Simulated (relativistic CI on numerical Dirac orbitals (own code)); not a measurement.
Calculated at this level of theory: Dirac-Coulomb-Breit CI, orbitals from a KLI potential per configuration, QED by a radiative potential, unscaled Slater integrals (own radial code, finite nucleus).

The strongest absorption lines from the ground level of an ion, among the configurations computed and to levels below about 1280 eV (vacuum wavelength in Å, gf): 13.064 (0.15), 15.162 (0.56), 37.856 (2.4), 54.965 (1.4), 72.206 (0.013).

Which ion is it?
A. Au XLIV
B. Au XLII
C. Lu XXXVI
D. Re XL

A. Au XLIV has 36 electrons and the ground level 4s²4p⁶ ¹S0; the strongest line goes to 4s²4p⁵4d ¹P°1. The pattern of lines fixes the number of electrons, and along that sequence the line energies rise steadily with the charge (about as its square where n changes within one kind of shell, about linearly where n is kept but much faster in heavy ions where fine structure, which grows about as Z⁴, sets the gap, and irregularly where shells cross), which fixes Z. Configurations outside the model, such as inner-shell arrays, can give stronger lines. At this charge energies of transitions that change n are usually good to better than 1 %, and those within a shell (Δn = 0) to a few per cent.

LS names give the leading component of a level, which can be under half, so a name can repeat, a term be missing and a line seem to break the LS rules.
